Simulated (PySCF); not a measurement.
# As²⁺: excitation energy

As²⁺ [Ar] 3d10 4s2 4p1 (2P) → As²⁺ [Ar] 3d10 4s2 5s1 (2S), as a difference of total energies. Calculation: PySCF 2.14, in x2c-TZVPPall with one added diffuse shell each of s, p, d type (7s6p5d1f, 57 functions); scalar relativity by spin-free X2C-1e. Correlated levels: valence and next inner shell: [Ne] frozen. The calculations carry no spin-orbit coupling.

```
                                method  excitation energy (eV)
                                   UHF                  12.828
    MP2 (valence and next inner shell)                  12.921
SCS-MP2 (valence and next inner shell)                  12.914
   CCSD (valence and next inner shell)                  12.938
CCSD(T) (valence and next inner shell)                  12.926
```

Q: How much does correlation contribute at CCSD(T) (valence and next inner shell)?

A: 12.926 − (12.828) = 0.098 eV, measured against UHF.

A first-order spin-orbit estimate (lowest level to lowest level, LS coupling) adds 0.224 eV.

The promoted electron is Rydberg-like, and one or two diffuse shells describe it only roughly, which tends to raise the upper state.
